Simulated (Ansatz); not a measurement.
`CC(F)([SiH3])Br` and `CC(F)[SiH3]` differ in one atom or group.

Ansatz, PBE0-D4/def2-TZVP geometries, multiplicity 1. 

Scalar relativity is left out up to krypton. Spin–orbit coupling is left out; it splits and shifts lone-pair levels of the heavy atoms by tenths of an eV.

```
                                          property  `CC(F)([SiH3])Br`
           HOMO–LUMO gap (ωB97M-V/def2-TZVPP) / eV              11.64
             HOMO energy (ωB97M-V/def2-TZVPP) / eV             -10.19
                LUMO energy (PBE0/def2-TZVPP) / eV              -0.54
                 HOMO energy (PBE/def2-TZVPP) / eV              -6.68
    size of the dipole moment (PBE/def2-TZVPP) / D               1.90
size of the dipole moment (ωB97M-V/def2-TZVPP) / D               2.03
```

(1) What does the change do to each property? (Estimate.)

## Answers

(1) Ansatz gave: 
| property | `CC(F)[SiH3]` | shift |
| --- | --- | --- |
| HOMO–LUMO gap (ωB97M-V/def2-TZVPP) / eV | 12.73 | 1.09 |
| HOMO energy (ωB97M-V/def2-TZVPP) / eV | -10.63 | -0.44 |
| LUMO energy (PBE0/def2-TZVPP) / eV | 0.55 | 1.09 |
| HOMO energy (PBE/def2-TZVPP) / eV | -6.90 | -0.22 |
| size of the dipole moment (PBE/def2-TZVPP) / D | 1.58 | -0.32 |
| size of the dipole moment (ωB97M-V/def2-TZVPP) / D | 1.69 | -0.34 |

With PBE0 the HOMO falls by 0.37 eV and the LUMO rises by 1.09 eV, so the gap widens by about 1.46 eV. PBE moves the HOMO by -0.22 eV and ωB97M-V by -0.44 eV. Dipoles are sizes alone; their direction can turn.
